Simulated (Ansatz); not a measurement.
Geometry optimisation, RKS PBE/def2-SVP in Ansatz.

The input (input.yaml):

```yaml
crystal:
  periodic: [false, false, false]
  atoms:
    - { symbol: Ta, position_ang: [-0.387595, 0.498069, 0.297477] }
    - { symbol: Cl, position_ang: [3.039634, -0.811823, 0.339118] }
    - { symbol: Cl, position_ang: [-0.360154, -0.14614, 2.541214] }
    - { symbol: Cl, position_ang: [0.273367, 1.190141, -1.825047] }
    - { symbol: Cl, position_ang: [-2.531132, 1.272432, 0.234834] }
    - { symbol: F, position_ang: [-0.296214, -1.302634, -0.231418] }
    - { symbol: S, position_ang: [1.170588, 2.324173, 0.945669] }
    - { symbol: H, position_ang: [1.120019, 2.171421, 2.299954] }
    - { symbol: H, position_ang: [2.987886, 0.507761, 0.572998] }
basis:
  gaussian: { orbitals: def2-SVP }
hamiltonian:
  xc: pbe
relax:
  f_tol: 0.03
  max_steps: 50
```

Run as:

```bash
$ ansatz run input.yaml --threads 4 --pin off --max-ram 5120MiB --backend cpu --events-out ev --progress --plain --runs-dir out
```

Q: Where does it end, and by what steps?

A: It converged. After 7 steps the energy has fallen by 0.035 eV; H9 moved furthest, 0.17 Å.

```json
{"step": "0", "energy less start (eV)": "0.0000", "largest force component (eV/Å)": "0.846", "accepted": "yes"}
{"step": "1", "energy less start (eV)": "-0.0220", "largest force component (eV/Å)": "0.414", "accepted": "yes"}
{"step": "2", "energy less start (eV)": "-0.0087", "largest force component (eV/Å)": "0.721", "accepted": "no"}
{"step": "3", "energy less start (eV)": "-0.0265", "largest force component (eV/Å)": "0.318", "accepted": "yes"}
{"step": "4", "energy less start (eV)": "-0.0321", "largest force component (eV/Å)": "0.216", "accepted": "yes"}
{"step": "5", "energy less start (eV)": "-0.0350", "largest force component (eV/Å)": "0.032", "accepted": "yes"}
{"step": "6", "energy less start (eV)": "-0.0350", "largest force component (eV/Å)": "0.032", "accepted": "yes"}
{"step": "7", "energy less start (eV)": "-0.0351", "largest force component (eV/Å)": "0.019", "accepted": "yes"}
```

```xyz
9
Properties=species:S:1:pos:R:3
Ta -0.373 0.492 0.297
Cl 3.053 -0.721 0.362
Cl -0.375 -0.145 2.545
Cl 0.273 1.174 -1.837
Cl -2.505 1.304 0.240
F -0.278 -1.309 -0.227
S 1.216 2.249 0.922
H 1.180 2.105 2.278
H 2.825 0.555 0.596
```

Whether the end is a true minimum wasn't checked by a vibrational analysis.

Time of the run: 25 s on 4 threads of Arm Neoverse V1, with other jobs on the host, peak memory 0.24 GiB.
